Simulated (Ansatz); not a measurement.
`C=CCCCCCCCCC[S][Ag]` with charge +1. Total charge 1; doublet. Geometry PBE-D4/def2-SVP, that of the neutral singlet.

```xyz
34

C    -1.314    4.006   -4.014
C    -0.458    3.820   -2.993
C     0.639    2.791   -2.961
C     0.424    1.661   -1.933
C     0.398    2.121   -0.471
C     0.152    0.995    0.544
C     1.270   -0.053    0.627
C     1.059   -1.122    1.709
C    -0.128   -2.059    1.460
C    -0.291   -3.134    2.541
C    -1.454   -4.088    2.275
S    -1.796   -5.315    3.599
Ag    0.250   -6.428    3.805
H    -2.106    4.770   -3.974
H    -1.251    3.401   -4.935
H    -0.563    4.456   -2.095
H     0.751    2.345   -3.972
H     1.606    3.295   -2.730
H    -0.528    1.135   -2.170
H     1.232    0.911   -2.072
H     1.358    2.632   -0.231
H    -0.395    2.889   -0.341
H    -0.814    0.499    0.299
H     0.012    1.442    1.553
H     1.392   -0.558   -0.357
H     2.233    0.471    0.818
H     0.932   -0.625    2.698
H     1.983   -1.734    1.799
H    -0.007   -2.547    0.466
H    -1.069   -1.470    1.392
H    -0.432   -2.660    3.536
H     0.647   -3.732    2.623
H    -2.405   -3.513    2.205
H    -1.327   -4.604    1.300
```

In the def2 sets Ag takes a core potential; there is no spin–orbit coupling. At PBE-D4/def2-SVP the gap within one spin of the charge 1 doublet nearly closes, so an electron or hole may be smeared out by delocalisation error.

**Question.** Estimate the α-spin orbital energies around the gap (eV) in Ansatz with PBE-D4/def2-SVP, PBE0-D4/def2-SVP.

**Answer.** 
```json
{"orbital": "HOMO−5", "PBE-D4/def2-SVP": "-10.43", "PBE0-D4/def2-SVP": "-11.83"}
{"orbital": "HOMO−4", "PBE-D4/def2-SVP": "-10.16", "PBE0-D4/def2-SVP": "-11.66"}
{"orbital": "HOMO−3", "PBE-D4/def2-SVP": "-10.06", "PBE0-D4/def2-SVP": "-11.46"}
{"orbital": "HOMO−2", "PBE-D4/def2-SVP": "-9.98", "PBE0-D4/def2-SVP": "-11.18"}
{"orbital": "HOMO−1", "PBE-D4/def2-SVP": "-9.87", "PBE0-D4/def2-SVP": "-10.98"}
{"orbital": "HOMO", "PBE-D4/def2-SVP": "-9.59", "PBE0-D4/def2-SVP": "-10.03"}
{"orbital": "LUMO", "PBE-D4/def2-SVP": "-7.12", "PBE0-D4/def2-SVP": "-6.67"}
{"orbital": "LUMO+1", "PBE-D4/def2-SVP": "-4.32", "PBE0-D4/def2-SVP": "-3.96"}
{"orbital": "LUMO+2", "PBE-D4/def2-SVP": "-4.02", "PBE0-D4/def2-SVP": "-3.48"}
{"orbital": "LUMO+3", "PBE-D4/def2-SVP": "-3.72", "PBE0-D4/def2-SVP": "-2.24"}
{"orbital": "LUMO+4", "PBE-D4/def2-SVP": "-2.70", "PBE0-D4/def2-SVP": "-2.18"}
{"orbital": "LUMO+5", "PBE-D4/def2-SVP": "-2.31", "PBE0-D4/def2-SVP": "-1.95"}
{"orbital": "β HOMO", "PBE-D4/def2-SVP": "-9.23", "PBE0-D4/def2-SVP": "-9.35"}
{"orbital": "β LUMO", "PBE-D4/def2-SVP": "-9.22", "PBE0-D4/def2-SVP": "-9.03"}
```
